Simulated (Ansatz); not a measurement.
Species: C₄H₅S (charge 0, doublet). It need not be the lowest isomer of its formula. 
Structure (B3LYP-D3(BJ)/def2-TZVP (Ansatz, a quantum-chemistry and plane-wave program) minimum search):
```
C
C 1 1.3715
H 1 1.0802 2 124.72
H 2 1.0819 1 123.26 3 0.00
C 2 1.3924 4 121.83 1 180.00
H 5 1.0776 2 127.07 4 0.00
C 1 1.4966 3 120.93 2 180.00
H 7 1.0943 1 113.01 3 -61.06
H 7 1.0943 8 107.32 1 -125.26
S 5 1.7369 6 120.00 2 -180.00
```
Charge 0, spin multiplicity 2.

Total electronic energies in hartree. Correlated levels leave the core frozen unless marked. Open shells are spin-unrestricted. No spin-orbit coupling. Non-relativistic. CBS(X,Y): correlation extrapolated as X^-3; Hartree-Fock from the larger set. [CCSD(T)-MP2]/basis is that difference in the basis named.

The UHF reference is spin-contaminated (<S^2> 0.20 over the pure value in the largest basis). 

```csv
level,program,energy (Eh)
r2SCAN-D3(BJ)/def2-TZVPD,Ansatz + dftd3,-553.52863
r2SCAN-D4/def2-TZVPD,Ansatz + dftd4,-553.52829
PBE0-D3(BJ)/def2-TZVPD,Ansatz + dftd3,-553.32537
HSE06/def2-TZVPD,Ansatz,-553.30099
LC-wPBE-D4/def2-TZVPD,Ansatz + dftd4,-553.42786
B2GP-PLYP-D3(BJ)/def2-TZVPD,Ansatz + dftd3,-553.29362
CCSD(T)/STO-3G,Ansatz,-545.96287
CCSD(T)/cc-pV(D+d)Z,Ansatz,-552.60896
"RI-MP2/CBS(cc-pV(T+d)Z,cc-pV(Q+d)Z)+[CCSD(T)-MP2]/cc-pV(T+d)Z",Ansatz,-552.9313
```

Totals of different functionals don't rank their quality; only differences between species are comparable.
